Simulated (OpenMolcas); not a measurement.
## N: Slater's ratio, thermal populations, worked from levels

* Program: OpenMolcas 26.06
* Basis: ANO-L-VDZP [3s2p1d]
* Scalar Hamiltonian: non-relativistic, point nucleus
* Active space: 3 electrons in 3 orbitals (2p)
* State averaging: 2S+1 = 4 odd, 1 root; 2S+1 = 2 odd, 8 roots
* Spin-orbit coupling: RASSI with atomic mean-field integrals over the reference wave functions, term energies averaged over their components

Methods: CASSCF; SS-CASPT2, IPEA 0.25 Eh, imaginary shift 0.1 Eh (closed shells correlated: 1s 2s). Measured levels: NIST Handbook of Basic Atomic Spectroscopic Data.

**Slater's ratio.** With one set of orbitals, p3 has 2D* - 4S* = 9 F2 and 2P* - 2D* = 6 F2 (F2 = F²/25), a ratio of 2/3. Term energies are centres of gravity, weighted by 2J + 1.

```csv
Source,2D* - 4S*,2P* - 4S*,F2 from the first,Ratio
CASSCF,22941,37867,2549,0.651
SS-CASPT2,21227,33047,2359,0.557
measured,19228,28839,2136,0.500
```

Energies in cm-1. A ratio away from 2/3 shows effects beyond one configuration with one set of orbitals, and in heavier atoms second-order spin-orbit shifts.

**Thermal populations.** Z = Σ (2J + 1) exp(-E/kT) with k = 0.695035 cm-1/K, over the levels below. No other level of either list lies under 83200 cm-1, which is above 7 kT at each temperature.

```json
{"Level": "2s2 2p3 4S* 3/2", "2J + 1": "4", "SS-CASPT2": "0.0", "measured": "0.0"}
{"Level": "2s2 2p3 2D* 3/2", "2J + 1": "4", "SS-CASPT2": "21230", "measured": "19233"}
{"Level": "2s2 2p3 2D* 5/2", "2J + 1": "6", "SS-CASPT2": "21230", "measured": "19224"}
{"Level": "2s2 2p3 2P* 1/2", "2J + 1": "2", "SS-CASPT2": "33050", "measured": "28839"}
{"Level": "2s2 2p3 2P* 3/2", "2J + 1": "4", "SS-CASPT2": "33050", "measured": "28839"}
```

```
T (K)  Z, SS-CASPT2  Z, measured levels  Ground level (%), SS-CASPT2  Ground level (%), measured levels
 8000         4.235               4.348                         94.4                               92.0
12000         4.898               5.186                         81.7                               77.1
```

At 12000 K, kT = 8340 cm-1, and the computed levels give Z = 4.000 + 0.314 + 0.471 + 0.038 + 0.076 = 4.898.

CASPT2 breaks the degeneracy within a term, and the mean is taken; among the terms shown or strongly mixed into the levels shown the widest spread is 170 cm-1 (2s2 2p3 2D*, SS-CASPT2). With the s shell closed, the reference lacks s² → p² mixing. Without dynamic correlation excited terms often stand tens of per cent too high (terms of higher spin than the ground term too low), and those without a measured partner can miss by more than the paired ones (holds for CASSCF). Computed and measured levels are paired by configuration, term and J; levels that our copy of the source lacks, or whose pairing is in doubt (as where it misses far off the trend of its configuration), stay unpaired and out of the deviations. Levels of configurations outside the active space are missing.

* marks odd parity.
